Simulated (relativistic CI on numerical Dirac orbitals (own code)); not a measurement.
Method of calculation: Dirac-Coulomb-Breit CI, separate exchange-only KLI orbitals for each configuration, model QED, unscaled Slater integrals (own radial code, finite nucleus).

The strongest absorption lines from the ground level of an ion, among the configurations computed and to levels below about 170 eV (vacuum wavelength in Å, gf): 73.123 (0.12), 73.241 (3.4), 73.630 (0.81), 75.092 (0.18), 75.653 (0.31), 94.540 (0.21), 95.078 (0.2), 98.229 (0.26).

Problem. Which ion is it?
A. Eu XXV
B. Tb XXVII
C. Eu XXIII
D. Pm XXIII

Solution. A. Eu XXV has 39 electrons and the ground level 4s2 4p6 4d3 4F_3/2; the strongest line goes to 4s2 4p6 4d2 4f 2D°_3/2. The pattern of lines fixes the number of electrons, and along that sequence the line energies rise steadily with the charge (about as its square where n changes within one kind of shell, about linearly where n is kept but much faster in heavy ions where fine structure, which grows about as Z⁴, sets the gap, and irregularly where shells cross), which fixes Z. Configurations outside the model, such as inner-shell arrays, can give stronger lines. At this charge energies of transitions that change n are usually good to better than 1 %, and those within a shell (Δn = 0) to a few per cent. Terms inside the open d or f shell come out 10 to 20 % too wide with unscaled integrals.

LS names give the leading component of a level, which can be under half, so a name can repeat, a term be missing and a line seem to break the LS rules.
